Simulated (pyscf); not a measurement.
A first-order saddle from PySCF, ωB97X-D3(BJ)/def2-SVP:

```xyz
6

O     -0.0330    -0.3019     1.4282
Ta     0.1951     0.1218    -0.2954
O      1.2415     1.4345     0.3241
Cl    -1.7351     0.8999    -1.2901
Cl     1.3643    -1.4836    -1.4689
H      0.7694     0.7444     1.3476
```

Surface: singlet, charge 0. Lowest wavenumbers (cm⁻¹): 1981i, 106, 125, 165, 191.

Question: Which two sides does it connect, and which bonds change?

Answer: O=Ta(OH)(Cl)–Cl (SMILES [O]=[Ta]([OH])([Cl])[Cl]) <-> O=Ta(OH)(Cl)–Cl (SMILES [O]=[Ta]([OH])([Cl])[Cl]), a hydrogen shift read from left to right: H–O broken and H–O formed. At ωB97M-D3(BJ)/def2-TZVP it lies +199.3 kJ/mol from the left side and +199.3 kJ/mol from the right (each side as separated species at their lowest minima found). At the saddle there is also a short H–Ta contact that neither side keeps, so another atom assists the step. This is the saddle that the search found; another between the same sides may lie lower. Elements past Kr carry the def2 core potentials, without spin-orbit coupling.
